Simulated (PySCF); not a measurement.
SMILES CC(C)c1ccccc1, singlet, GFN2-xTB optimised geometry.

```
21

C      1.39     0.13     0.00
C     -0.14     0.13     0.00
C     -0.69     1.56     0.00
C     -0.68    -0.65     1.18
C     -1.46    -1.78     0.98
C     -1.95    -2.50     2.05
C     -1.68    -2.10     3.34
C     -0.91    -0.97     3.56
C     -0.41    -0.25     2.48
H      1.76     0.64    -0.88
H      1.77     0.64     0.88
H      1.77    -0.89     0.00
H     -0.48    -0.36    -0.92
H     -1.77     1.55     0.00
H     -0.35     2.09    -0.89
H     -0.34     2.10     0.88
H     -1.68    -2.10    -0.03
H     -2.56    -3.38     1.87
H     -2.07    -2.66     4.18
H     -0.69    -0.65     4.56
H      0.19     0.62     2.67
```

Density from PySCF with B3LYP/def2-SVP at that geometry.

Minimum of the electron density along straight lines between bonded atoms, close to the bond critical point (lines longer than 1.1 times the sum of covalent radii, or with two minima, are not listed):

```json
[
 {"bond": "C1–C2", "length / Å": "1.530", "ρ at the minimum / e bohr⁻³": "0.243", "∇²ρ there / e bohr⁻⁵": "-0.56", "position (fraction from the first atom)": "0.50"},
 {"bond": "C2–C3", "length / Å": "1.530", "ρ at the minimum / e bohr⁻³": "0.243", "∇²ρ there / e bohr⁻⁵": "-0.56", "position (fraction from the first atom)": "0.50"},
 {"bond": "C2–C4", "length / Å": "1.509", "ρ at the minimum / e bohr⁻³": "0.255", "∇²ρ there / e bohr⁻⁵": "-0.60", "position (fraction from the first atom)": "0.49"},
 {"bond": "C4–C5", "length / Å": "1.389", "ρ at the minimum / e bohr⁻³": "0.312", "∇²ρ there / e bohr⁻⁵": "-0.80", "position (fraction from the first atom)": "0.50"},
 {"bond": "C5–C6", "length / Å": "1.384", "ρ at the minimum / e bohr⁻³": "0.315", "∇²ρ there / e bohr⁻⁵": "-0.82", "position (fraction from the first atom)": "0.50"},
 {"bond": "C6–C7", "length / Å": "1.383", "ρ at the minimum / e bohr⁻³": "0.315", "∇²ρ there / e bohr⁻⁵": "-0.82", "position (fraction from the first atom)": "0.50"},
 {"bond": "C7–C8", "length / Å": "1.384", "ρ at the minimum / e bohr⁻³": "0.314", "∇²ρ there / e bohr⁻⁵": "-0.82", "position (fraction from the first atom)": "0.50"},
 {"bond": "C4–C9", "length / Å": "1.390", "ρ at the minimum / e bohr⁻³": "0.311", "∇²ρ there / e bohr⁻⁵": "-0.79", "position (fraction from the first atom)": "0.50"},
 {"bond": "C8–C9", "length / Å": "1.383", "ρ at the minimum / e bohr⁻³": "0.315", "∇²ρ there / e bohr⁻⁵": "-0.82", "position (fraction from the first atom)": "0.50"},
 {"bond": "C1–H10", "length / Å": "1.088", "ρ at the minimum / e bohr⁻³": "0.277", "∇²ρ there / e bohr⁻⁵": "-1.01", "position (fraction from the first atom)": "0.62"},
 {"bond": "C1–H11", "length / Å": "1.087", "ρ at the minimum / e bohr⁻³": "0.277", "∇²ρ there / e bohr⁻⁵": "-1.02", "position (fraction from the first atom)": "0.62"},
 {"bond": "C1–H12", "length / Å": "1.088", "ρ at the minimum / e bohr⁻³": "0.278", "∇²ρ there / e bohr⁻⁵": "-1.02", "position (fraction from the first atom)": "0.62"},
 {"bond": "C2–H13", "length / Å": "1.096", "ρ at the minimum / e bohr⁻³": "0.277", "∇²ρ there / e bohr⁻⁵": "-0.99", "position (fraction from the first atom)": "0.62"},
 {"bond": "C3–H14", "length / Å": "1.088", "ρ at the minimum / e bohr⁻³": "0.278", "∇²ρ there / e bohr⁻⁵": "-1.02", "position (fraction from the first atom)": "0.62"},
 {"bond": "C3–H15", "length / Å": "1.088", "ρ at the minimum / e bohr⁻³": "0.277", "∇²ρ there / e bohr⁻⁵": "-1.01", "position (fraction from the first atom)": "0.62"},
 {"bond": "C3–H16", "length / Å": "1.087", "ρ at the minimum / e bohr⁻³": "0.277", "∇²ρ there / e bohr⁻⁵": "-1.02", "position (fraction from the first atom)": "0.62"},
 {"bond": "C5–H17", "length / Å": "1.081", "ρ at the minimum / e bohr⁻³": "0.283", "∇²ρ there / e bohr⁻⁵": "-1.06", "position (fraction from the first atom)": "0.63"},
 {"bond": "C6–H18", "length / Å": "1.081", "ρ at the minimum / e bohr⁻³": "0.284", "∇²ρ there / e bohr⁻⁵": "-1.07", "position (fraction from the first atom)": "0.63"},
 {"bond": "C7–H19", "length / Å": "1.080", "ρ at the minimum / e bohr⁻³": "0.283", "∇²ρ there / e bohr⁻⁵": "-1.07", "position (fraction from the first atom)": "0.63"},
 {"bond": "C8–H20", "length / Å": "1.081", "ρ at the minimum / e bohr⁻³": "0.284", "∇²ρ there / e bohr⁻⁵": "-1.07", "position (fraction from the first atom)": "0.63"},
 {"bond": "C9–H21", "length / Å": "1.080", "ρ at the minimum / e bohr⁻³": "0.284", "∇²ρ there / e bohr⁻⁵": "-1.07", "position (fraction from the first atom)": "0.63"}
]
```
